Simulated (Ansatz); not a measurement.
Ansatz (a first-principles code) input (PBE0/def2-TZVPD):

Ansatz 0.2 input:
```yaml
crystal:
  periodic: [false, false, false]
  atoms:
    - {symbol: Ag, position_ang: [-0.00000000, -0.00000000, -0.32092593]}
    - {symbol: F, position_ang: [0.00000000, 0.00000000, 1.67594652]}
basis:
  gaussian:
    orbitals: def2-TZVPD
hamiltonian:
  xc: {name: PBE0}
total_charge: -1
magnetization: {spin_polarized: true, initial_magnetization: 1}
```

End of the output:

```
integrals: 0.02 GiB planned
583 factors; their error is unknown
mean field: 0.24 GiB planned
mean field evaluation 1: about -6713.6372 eV, gradient 2.7e1 eV
mean field evaluation 2: about -6711.1442 eV, gradient 4.3e1 eV
mean field evaluation 4: about -6716.0166 eV, gradient 2.9e0 eV
mean field evaluation 8: about -6716.0507 eV, gradient 1.1e-1 eV
mean field evaluation 16: about -6716.0865 eV, gradient 5.5e-6 eV
mean field -6716.08647435 eV, -246.8116256055 hartree, gradient 5.5e-6 eV, S^2 0.752888; 0 other end points of the search recorded, 0 dependent functions left out
reference -6716.08649881 eV, -246.8116265044 hartree; 15, 14 occupied and 65, 66 virtual orbitals, 583 factors
Total energy: -6716.08649881 eV, -246.8116265044 hartree
```

This state (charge -1, doublet) is run at the relaxed geometry of the species with charge 0 and multiplicity 1.
